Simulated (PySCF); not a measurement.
C4H12O4Ti, singlet, at a GFN2-xTB geometry (such geometries of metal compounds can be far from the true shape); B3LYP/STO-3G run with PySCF.

The PySCF input:
```python
from pyscf import gto, scf, dft

mol = gto.Mole()
mol.atom = '''
    Ti    0.19602624   -0.03307698    0.08517431
    O    -1.51939867    0.14731289    0.35357079
    C    -1.98994423    0.64490125    1.57025692
    H    -1.59867019    1.66230384    1.74866106
    H    -3.08982221    0.68845792    1.54398018
    H    -1.68060457   -0.00915351    2.40409188
    O     0.33180974   -0.84766475   -1.42954178
    C    -0.42435284   -0.66480244   -2.58306497
    H     0.01990371    0.11992038   -3.21776086
    H    -0.44832220   -1.60085573   -3.16140320
    H    -1.46054878   -0.38028409   -2.32597764
    O     0.88996103   -0.95604241    1.37931825
    C     0.88730172   -2.34777466    1.38082381
    H     1.41376826   -2.74208824    0.49486502
    H     1.39712590   -2.71598517    2.28409083
    H    -0.14871883   -2.73233309    1.38303900
    O     0.89298050    1.55622209    0.11421783
    C     0.65260328    2.51505484   -0.86437782
    H    -0.40364078    2.48363879   -1.19361958
    H     0.86303675    3.51669816   -0.45871038
    H     1.30744687    2.35447787   -1.73743967
'''
mol.basis = 'sto-3g'
mol.verbose = 4
mol.build()

mf = dft.UKS(mol)
mf.xc = 'b3lyp'
mf.kernel()
```

### Question
Predict the main parts of the log of this PySCF run.

### Answer

```
PySCF version 2.14.0

[INPUT] verbose = 4
[INPUT] num. atoms = 21
[INPUT] num. electrons = 90
[INPUT] charge = 0
[INPUT] spin (= nelec alpha-beta = 2S) = 0
[INPUT] symmetry False subgroup None
[INPUT] Mole.unit = angstrom
[INPUT] Symbol           X                Y                Z      unit          X                Y                Z       unit  Magmom
[INPUT]  1 Ti     0.196026240000  -0.033076980000   0.085174310000 AA    0.370435906828  -0.062506433228   0.160956118749 Bohr   0.0
[INPUT]  2 O     -1.519398670000   0.147312890000   0.353570790000 AA   -2.871247360328   0.278381016718   0.668151958746 Bohr   0.0
[INPUT]  3 C     -1.989944230000   0.644901250000   1.570256920000 AA   -3.760449597859   1.218686739890   2.967355524003 Bohr   0.0
[INPUT]  4 H     -1.598670190000   1.662303840000   1.748661060000 AA   -3.021048822606   3.141298993413   3.304490488092 Bohr   0.0
[INPUT]  5 H     -3.089822210000   0.688457920000   1.543980180000 AA   -5.838917750498   1.300996917088   2.917699681957 Bohr   0.0
[INPUT]  6 H     -1.680604570000  -0.009153510000   2.404091880000 AA   -3.175882360992  -0.017297626978   4.543075231491 Bohr   0.0
[INPUT]  7 O      0.331809740000  -0.847664750000  -1.429541780000 AA    0.627029534063  -1.601854222948  -2.701442447823 Bohr   0.0
[INPUT]  8 C     -0.424352840000  -0.664802440000  -2.583064970000 AA   -0.801910647781  -1.256294538543  -4.881285355258 Bohr   0.0
[INPUT]  9 H      0.019903710000   0.119920380000  -3.217760860000 AA    0.037612560763   0.226616674954  -6.080686759745 Bohr   0.0
[INPUT] 10 H     -0.448322200000  -1.600855730000  -3.161403200000 AA   -0.847206173562  -3.025178894641  -5.974186217324 Bohr   0.0
[INPUT] 11 H     -1.460548780000  -0.380284090000  -2.325977640000 AA   -2.760037185768  -0.718632779629  -4.395460711462 Bohr   0.0
[INPUT] 12 O      0.889961030000  -0.956042410000   1.379318250000 AA    1.681782608236  -1.806658318369   2.606533731114 Bohr   0.0
[INPUT] 13 C      0.887301720000  -2.347774660000   1.380823810000 AA    1.676757240656  -4.436651109594   2.609378827178 Bohr   0.0
[INPUT] 14 H      1.413768260000  -2.742088240000   0.494865020000 AA    2.671634815003  -5.181795782991   0.935159356427 Bohr   0.0
[INPUT] 15 H      1.397125900000  -2.715985170000   2.284090830000 AA    2.640185312536  -5.132468129680   4.316306112330 Bohr   0.0
[INPUT] 16 H     -0.148718830000  -2.732333090000   1.383039000000 AA   -0.281037858266  -5.163361221187   2.613564929592 Bohr   0.0
[INPUT] 17 O      0.892980500000   1.556222090000   0.114217830000 AA    1.687488579577   2.940833539098   0.215840417242 Bohr   0.0
[INPUT] 18 C      0.652603280000   2.515054840000  -0.864377820000 AA    1.233241467193   4.752764835862  -1.633437347949 Bohr   0.0
[INPUT] 19 H     -0.403640780000   2.483638790000  -1.193619580000 AA   -0.762770526906   4.693397105446  -2.255614103118 Bohr   0.0
[INPUT] 20 H      0.863036750000   3.516698160000  -0.458710380000 AA    1.630903092935   6.645596385162  -0.866836988695 Bohr   0.0
[INPUT] 21 H      1.307446870000   2.354477870000  -1.737439670000 AA    2.470716506720   4.449318340649  -3.283285134255 Bohr   0.0

nuclear repulsion = 746.640183870367
number of shells = 44
number of NR pGTOs = 210
number of NR cGTOs = 70
basis = sto-3g
ecp = {}

******** <class 'pyscf.dft.uks.UKS'> ********
method = UKS
initial guess = minao
damping factor = 0
level_shift factor = 0
DIIS = <class 'pyscf.scf.diis.CDIIS'>
diis_start_cycle = 1
diis_space = 8
diis_damp = 0
SCF conv_tol = 1e-09
SCF conv_tol_grad = None
SCF max_cycles = 50
direct_scf = True
direct_scf_tol = 1e-13
number electrons alpha = 45  beta = 45
XC library pyscf.dft.libxc version 7.1.2
    S. Lehtola, C. Steigemann, M. J. T. Oliveira, and M. A. L. Marques,  SoftwareX 7, 1–5 (2018)
XC functionals = b3lyp
    P. J. Stephens, F. J. Devlin, C. F. Chabalowski, and M. J. Frisch,  J. Phys. Chem. 98, 11623 (1994)
radial grids:
    Treutler-Ahlrichs [JCP 102, 346 (1995); DOI:10.1063/1.469408] (M4) radial grids

becke partition: Becke, JCP 88, 2547 (1988); DOI:10.1063/1.454033
pruning grids: <function nwchem_prune>
grids dens level: 3
symmetrized grids: False
atomic radii adjust function: <function treutler_atomic_radii_adjust>
small_rho_cutoff = 0
Set gradient conv threshold to 3.16228e-05
tot grids = 251400
init E= -1293.26611695982
cycle= 1 E= -1294.97113094027  delta_E= -1.71  |g|= 0.855  |ddm|= 4.15
cycle= 2 E= -1294.49739602409  delta_E= 0.474  |g|= 1.39  |ddm|= 2.68
cycle= 3 E= -1295.46032193611  delta_E= -0.963  |g|= 0.185  |ddm|= 1.59
cycle= 4 E= -1295.48736432026  delta_E= -0.027  |g|= 0.0391  |ddm|= 0.349
cycle= 5 E= -1295.48830281118  delta_E= -0.000938  |g|= 0.0108  |ddm|= 0.0551
cycle= 6 E= -1295.48836939758  delta_E= -6.66e-05  |g|= 0.00231  |ddm|= 0.0144
cycle= 7 E= -1295.48837235404  delta_E= -2.96e-06  |g|= 0.000667  |ddm|= 0.00345
cycle= 8 E= -1295.48837263333  delta_E= -2.79e-07  |g|= 7.8e-05  |ddm|= 0.000864
cycle= 9 E= -1295.48837263967  delta_E= -6.34e-09  |g|= 5.36e-05  |ddm|= 0.000195
cycle= 10 E= -1295.48837264158  delta_E= -1.91e-09  |g|= 2.68e-05  |ddm|= 0.000105
cycle= 11 E= -1295.48837264217  delta_E= -5.87e-10  |g|= 4.62e-06  |ddm|= 4.96e-05
Extra cycle  E= -1295.48837264217  delta_E= -4.09e-12  |g|= 5e-06  |ddm|= 1.3e-05
converged SCF energy = -1295.48837264217  <S^2> = 1.1908696e-11  2S+1 = 1
```
